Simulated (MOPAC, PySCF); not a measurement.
C3H7N, SMILES `CC(C)=N`, neutral singlet in the gas phase. 

Z-matrix (Å, degrees):
```
C
N 1 1.2677
H 2 1.0205 1 110.54
C 1 1.4974 2 119.09 3 -179.99
H 4 1.0882 1 110.27 2 0.00
H 4 1.0943 5 109.43 1 -121.70
H 4 1.0943 5 109.43 6 -116.61
C 1 1.5017 2 125.19 3 0.01
H 8 1.0908 1 111.73 2 0.00
H 8 1.0941 9 108.80 1 122.10
H 8 1.0941 9 108.80 10 115.79
```
Charge 0, spin multiplicity 1.

All levels are single points at this geometry (PBE0-D3(BJ)/def2-TZVP); Pople sets use spherical d functions. Orbital energies aren't observables, and empty levels follow the basis.

B3LYP/6-31G* in PySCF gives dipole (D) = 2.33.

Q: Estimate the dipole (D) from each of these levels: PBE0-D3(BJ)/def2-TZVP in PySCF; B3LYP/6-311+G** in PySCF; M06-2X/6-31G* in PySCF; PBE/6-31G* in PySCF; AM1 in MOPAC.

A: 
```
level                           dipole (D)
------------------------------  ----------
PBE0-D3(BJ)/def2-TZVP in PySCF        2.45
B3LYP/6-311+G** in PySCF              2.60
M06-2X/6-31G* in PySCF                2.36
PBE/6-31G* in PySCF                   2.28
AM1 in MOPAC                          2.21
```
